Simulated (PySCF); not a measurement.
FH4N2NbS, SMILES [NH2][Nb]([NH2])([F])=[S], multiplicity 1.

Geometry: r2SCAN-D4/def2-SVP. The multiplicity is an assumed one; no other spin state was optimised. The structure was generated by enumeration; whether it is a known compound was not checked. The def2 effective core potentials stand for the cores of Nb; spin–orbit coupling is left out. Other conformers were not sampled.

These are PBE/def2-TZVP (PySCF) values and carry that method's errors.

```
Property                                                                                                        Value
---------------------------------------------------------------------------------------------  ----------------------
total energy                                                                                       -666.87968 hartree
point group                                                                                                        Cs
highest occupied level                                                                                       -6.37 eV
lowest empty level                                                                                           -2.57 eV
orbital gap                                                                                                   3.79 eV
dipole moment                                                                                                  4.21 D
quadrupole, principal values (traceless, Buckingham form, about the centre of nuclear charge)  -10.57, 1.71, 8.86 D·Å
mean static polarisability                                                                      79.1 bohr³ (11.72 Å³)
polarisability, principal values                                                               63.2, 77.4, 96.6 bohr³
```
